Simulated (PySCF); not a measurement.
## Ions at one geometry of [Pb(SH)3(NH3)]+

PySCF 2.14.0, RKS PBE0, Pb def2-SVP with ECP60, S def2-SVP, H def2-SVP, N def2-SVP; non-relativistic Hamiltonian with scalar-relativistic core potentials where named; density fitting; no spin-orbit coupling; singlets restricted, open shells unrestricted. The geometry is relaxed for charge +1, singlet, vacuum:

```xyz
11

Pb   -0.0633   -0.1677    0.2035
S     1.0616    1.6587    1.4270
H     2.2865    1.1010    1.2703
S    -2.0503   -1.2425    1.1997
H    -1.8607   -0.6408    2.3981
S     1.2708   -1.4786   -1.4074
H     0.5037   -2.5835   -1.2439
N    -1.2027    1.3209   -1.3177
H    -2.2206    1.2650   -1.2203
H    -0.9263    2.2913   -1.1395
H    -0.9728    1.1124   -2.2937
```

Energies count from the relaxed state; an electron taken off or put on is at rest in vacuum. Charges and spins are Mulliken's.

```csv
state,energy (eV),spin squared,charge on Pb1 (e),spin on Pb1 (e),dipole about the centre of mass (D)
"charge +1, singlet, vacuum",0.00,0.00,0.66,0.00,4.01
"charge +2, doublet, vacuum",13.69,0.77,0.71,-0.07,3.36
```

What does the state charge 0, doublet, vacuum give?

energy (eV) -5.96, spin squared 0.76, charge on Pb1 (e) 0.53, spin on Pb1 (e) 0.16, dipole about the centre of mass (D) 4.56.

With an electron taken off (doublet) the charges change, summed by element, by Pb +0.05 e, S +0.73 e, H +0.22 e, N +0.00 e. The vertical ionisation energy is 13.69 eV, against −ε(HOMO) = 11.89 eV of the relaxed state. The level lies 1.8 eV too high, as is usual for semilocal functionals and global hybrids, which keep a self-interaction error.

With an electron put on (doublet) the charges change, summed by element, by Pb -0.14 e, S -0.61 e, H -0.27 e, N +0.01 e. The vertical electron affinity is 5.96 eV, against −ε(LUMO) = 7.74 eV of the relaxed state.

Open shells may have lower solutions than those found.

No frequency check is given that shows the relaxed geometry to be a minimum.
